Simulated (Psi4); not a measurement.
Psi4 input (wB97X-D/6-31G*):

```
memory 1500 MB

molecule {
-1 1
O    -2.14244300    0.35652700    0.42178000
C    -0.97085300    0.16156100    0.19113100
B     0.41490800   -0.06904600   -0.08168200
F     1.25785600    0.89164700   -0.65122800
F     1.06326900   -1.27790900    0.19427100
symmetry c1
no_reorient
no_com
}

set {
  basis 6-31G*
  reference rks
  scf_type pk
  dft_radial_points 99
  dft_spherical_points 590
  e_convergence 1e-8
  d_convergence 1e-7
  maxiter 150
}

e = energy('wb97x-d')
print_out(f'\nFINAL {e:.10f} DIPOLE {variable("CURRENT DIPOLE")[0]:.6f} {variable("CURRENT DIPOLE")[1]:.6f} {variable("CURRENT DIPOLE")[2]:.6f}\n')
```

From the output:

```
      53A      2.146464    54A      2.162960    55A      2.192177
      56A      2.195437    57A      2.234195    58A      2.263786
      59A      2.274033    60A      2.346858    61A      2.513223
      62A      2.559482    63A      2.692998    64A      2.978417
      65A      3.102484    66A      3.117901    67A      3.204297
      68A      3.400830    69A      3.404445    70A      3.460056
      71A      3.926189    72A      4.362862    73A      4.593345
      74A      4.926121    75A      4.970181

    Final Occupation by Irrep:
              A
    DOCC [    19 ]
    NA   [    19 ]
    NB   [    19 ]

  @RKS Final Energy:  -337.82868451234549

   => Energetics <=

    Nuclear Repulsion Energy =            136.5528688784708322
    One-Electron Energy =                -747.6697164649431215
    Two-Electron Energy =                 300.9008088568930930
    DFT Exchange-Correlation Energy =     -27.6120269243397480
    Empirical Dispersion Energy =          -0.0006188584264892
    VV10 Nonlocal Energy =                  0.0000000000000000
    Total Energy =                       -337.8286845123454896

Computation Completed

Properties will be evaluated at   0.000000,   0.000000,   0.000000 [a0]

Properties computed using the SCF density matrix

 Multipole Moments:

 ------------------------------------------------------------------------------------
     Multipole            Electronic (a.u.)      Nuclear  (a.u.)        Total (a.u.)
 ------------------------------------------------------------------------------------

 L = 1.  Multiply by 2.5417464519 to convert [e a0] to [Debye]
 Dipole X            :          0.5201600            0.0000057            0.5201657
 Dipole Y            :         -0.0865515           -0.0000113           -0.0865628
 Dipole Z            :         -0.1024096            0.0000057           -0.1024040
 Magnitude           :                                                    0.5371704

 ------------------------------------------------------------------------------------

FINAL -337.8286845123 DIPOLE 0.520166 -0.086563 -0.102404

*** Psi4 exiting successfully. Buy a developer a beer!
```

The dipole moment of an ion depends on the origin.

The geometry given is a B3LYP-D3(BJ)/def2-TZVP minimum.
